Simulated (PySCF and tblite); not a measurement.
The numbers below are computed, except where a source is named.
Stationary points of C4H5FO2 at PBE0-D3(BJ)/def2-SVP, in Å:

Structure A

```
 1 C    -2.036    0.004   -0.180
 2 C    -0.738    0.115    0.587
 3 O    -0.718    0.268    1.788
 4 C     0.483    0.023   -0.241
 5 C     1.738    0.144    0.225
 6 O     2.838    0.090   -0.527
 7 F     2.008    0.389    1.484
 8 H    -2.879    0.072    0.517
 9 H    -2.080   -0.951   -0.728
10 H    -2.107    0.810   -0.928
11 H     0.388   -0.141   -1.316
12 H     3.105   -0.824   -0.682
```

Structure B

```
 1 C    -1.992   -0.008   -0.161
 2 C    -0.718    0.160    0.637
 3 O    -0.741    0.446    1.815
 4 C     0.522   -0.051   -0.126
 5 C     1.763    0.049    0.399
 6 O     2.910   -0.128   -0.236
 7 F     1.995    0.343    1.642
 8 H    -2.855    0.168    0.492
 9 H    -2.051   -1.023   -0.587
10 H    -2.016    0.700   -1.004
11 H     0.449   -0.306   -1.186
12 H     2.739   -0.345   -1.159
```

Structure C

```
 1 C    -2.083    0.061   -0.101
 2 C    -0.744    0.106    0.600
 3 O    -0.660    0.270    1.800
 4 C     0.420   -0.065   -0.283
 5 C     1.697   -0.053    0.141
 6 O     2.741   -0.207   -0.657
 7 F     2.046    0.114    1.397
 8 H    -2.885    0.197    0.636
 9 H    -2.214   -0.902   -0.619
10 H    -2.144    0.851   -0.866
11 H     0.277   -0.212   -1.354
12 H     3.551   -0.162   -0.132
```

Level: PBE0/pcSseg-1 + D3(BJ) on PBE0-D3(BJ)/def2-SVP stationary points, with GFN2-xTB thermal terms.

Problem. Which structure is a saddle point, and along which motion?

Solution. A: one imaginary mode (447i cm⁻¹ at GFN2-xTB, mostly on H12, O6), along the rotation about the C5–O6 bond (torsion C4–C5–O6–H from 180° to 360°, rising).

Problem. Give their symmetry and energies above the lowest.

Solution. A C1, 5.4 kcal/mol; B Cs, 0.9 kcal/mol; C Cs, 0.0 kcal/mol.
